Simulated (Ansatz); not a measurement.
Basis-set extrapolation for trimethylaluminium (TMA) (`[CH3][Al]([CH3])[CH3]`) (PBE0-D4/def2-TZVP geometry, frozen core, the Gaussian-basis code of Ansatz). Multiplicity 1, RHF reference.

```json
{"": "HF", "def2-TZVPP": "-360.829580", "def2-QZVPP": "-360.842649"}
{"": "MP2 correlation", "def2-TZVPP": "-0.623684", "def2-QZVPP": "-0.663300"}
{"": "CCSD(T) correlation", "def2-TZVPP": "-0.699789", "def2-QZVPP": "not run"}
```

Energies in hartree. Use E(X) = E(∞) + A·exp(−7.88·√X) for Hartree–Fock and E(X) = E(∞) + B·X^(−2.97) for correlation, with X = 3 and 4, and add CCSD(T) minus MP2 of the smaller set to the MP2 limit.

Problem. What is the CCSD(T) energy at the basis-set limit?

Solution. HF limit: -360.842649 + (-0.013069) × 0.13774 = -360.84445. MP2 limit: -0.663300 + (-0.039616) × 0.74074 = -0.69265. Higher-order term: -0.699789 − (-0.623684) = -0.07610. Total: -361.61320 hartree, 52.6 kcal/mol below CCSD(T)/def2-TZVPP.
